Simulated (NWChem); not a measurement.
# BiHCl2; SMILES [Cl][BiH][Cl]

All runs: NWChem. def2 effective core potentials on Bi; no spin-orbit coupling. Each level has its own optimisation; frequencies are unscaled.

```tsv
level	r Bi–H (Å)	r Bi–Cl (Å)	highest harmonic frequency (cm⁻¹)	lowest (cm⁻¹)	zero-point energy (kcal/mol)
BLYP/def2-SVP	1.846	2.519	1665	96	4.9
PBE/def2-SVP	1.833	2.493	1717	97	5.0
PBE0/def2-SVP	1.807	2.469	1815	103	5.3
```
